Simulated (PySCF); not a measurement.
Calculated properties of `C=C(C)c1ccoc1`

Compound: C7H8O.
Structure used (GFN2-xTB), in Å, numbered top down from 1:
```
atom  x, y, z in Å
C1    -1.4495    0.3545   -1.4655
C2    -0.9733    0.0319   -0.2661
C3    -1.8811   -0.3367    0.8706
C4     0.4537    0.0140    0.0251
C5     1.5400    0.3157   -0.8520
C6     2.6732    0.1594   -0.1232
O7     2.3844   -0.2147    1.1351
C8     1.0477   -0.3010    1.2196
H9    -2.5071    0.3636   -1.6666
H10   -0.8080    0.6197   -2.2866
H11   -1.7360    0.3464    1.7064
H12   -1.6603   -1.3453    1.2176
H13   -2.9217   -0.2936    0.5602
H14    1.4806    0.6074   -1.8795
H15    3.7086    0.2788   -0.3742
H16    0.6412   -0.5912    2.1677
```

Some functional groups and rings: C=C double bond and aromatic ring with oxygen.

**GFN2-xTB geometry**

| Item | Value |
| --- | --- |
| Point group of the GFN2-xTB geometry | Cs |
| Rotational constants A, B, C of the GFN2-xTB geometry | 4.784, 1.568, 1.190 GHz |

CAM-B3LYP/def2-SVPD ground state and vertical TDDFT (core frozen in the response) (PySCF):

| Item | Value |
| --- | --- |
| Dipole moment | 0.38 D |
| HOMO energy | -7.64 eV |
| LUMO energy | 0.60 eV |
| HOMO–LUMO gap | 8.24 eV |
| Lowest singlet excitation | 5.67 eV (219 nm, f = 0.303) |
| Strongest line among the 8 lowest singlet transitions | S1 at 5.67 eV (219 nm, f = 0.303) |
| Lowest triplet excitation (Tamm–Dancoff) | 3.47 eV |
| Static isotropic polarisability | 84.2 au |
| Electronic spatial extent ⟨r²⟩ about the centre of nuclear charge | 986 bohr² |

PBE0/pcSseg-1 ground state and GIAO shieldings, non-relativistic (PySCF):

| Item | Value |
| --- | --- |
| Lowest Hirshfeld atomic charge | -0.12 e on C3 |
| Highest Hirshfeld atomic charge | +0.06 e on H14/H15/H16 |
| 13C chemical shifts (computed TMS as zero) by class | 148.3 (C6), 144.1 (C8), 142.4 (C2), 134.5 (C4), 116.1 (C1), 114.4 (C5), 23.5 (C3) ppm |
| 1H chemical shifts (computed TMS as zero) by class | 7.47 (H16), 7.46 (H15), 6.97 (H14), 5.66 (H10), 5.32 (H9), 2.13 (H11/H12/H13) ppm |
| Isotropic shieldings of nuclei other than C and H, by class | 40 (O7) ppm |
| Mayer bond orders between heavy atoms | C1–C2 1.99, C2–C3 1.08, C2–C4 0.99, C4–C5 1.26, C5–C6 1.63, C6–O7 1.07, O7–C8 1.07, C8–C4 1.59 |

Monoisotopic mass (most abundant isotopes): 108.0575 u.

In wavenumbers S1 is 45700 cm⁻¹ (1 eV = 8065.54 cm⁻¹). The rotational constants make it an asymmetric top with κ = (2B − A − C)/(A − C) = -0.79, nearer the prolate limit (−1). The principal polarisabilities are 54.0, 89.2 and 109.2 au; their mean is the isotropic value. With B = h/(8π²I), that is 505.379 GHz u Å² over I, the principal moments of inertia are 105.6, 322.2 and 424.7 u Å² (most abundant isotopes); the inertial defect Ic − Ia − Ib is -3.1 u Å² (zero for a rigid planar frame, negative otherwise). The vertical singlet–triplet gap S1 − T1 is 2.20 eV (TDDFT singlet less Tamm–Dancoff triplet; S1: HOMO→LUMO, weight 0.90; T1: HOMO→LUMO, weight 0.84). The largest Löwdin shares of the HOMO are 0.23 on C8, 0.17 on C1, 0.16 on C4 and 0.12 on C2.

One conformer (not necessarily the lowest) at the GFN2-xTB geometry, without solvent, vibrations or thermal averaging.

For the TDDFT job (CAM-B3LYP/def2-SVPD), hardware: one thread of an Arm Neoverse V1, shared host. Cost: 55 s wall.
